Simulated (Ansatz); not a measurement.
CH6GeTe (`C[Te][GeH3]`), relaxed with RKS PBE-D4/def2-SVP in the Gaussian-basis code of Ansatz from a rough embedded geometry. The force threshold is 0.03 eV/Å; the program also tests the step.

The species carries charge 0 and has multiplicity 1. Te: def2 effective core potential.

Start:

```xyz
9

C     0.957    0.247    1.310
Te    1.495    0.287   -0.700
Ge   -0.939   -0.205   -1.307
H     0.254    1.006    1.522
H     1.882    0.452    1.986
H     0.577   -0.770    1.637
H    -1.049   -0.292   -2.906
H    -1.816    0.897   -0.815
H    -1.360   -1.621   -0.727
```

(1) By how much does the energy fall, and how many steps does the optimiser take? (Estimate.)

(2) Which bonds change most? (Estimate.)

(3) Give the relaxed structure. (Estimate.)

Results:

(1) Ansatz gave: 26.62 kJ/mol, in 4 steps.

(2) The calculation gave: C1–Te2 from 2.081 to 2.189 Å; Ge3–H8 from 1.492 to 1.554 Å; C1–H5 from 1.163 to 1.106 Å; Ge3–H7 from 1.605 to 1.550 Å.

(3) Ansatz gave: 
```xyz
9

C     1.008    0.248    1.420
Te    1.467    0.268   -0.720
Ge   -0.968   -0.239   -1.392
H     0.274    1.041    1.653
H     1.958    0.449    1.949
H     0.622   -0.746    1.710
H    -1.014   -0.297   -2.941
H    -1.920    0.877   -0.879
H    -1.427   -1.600   -0.800
```
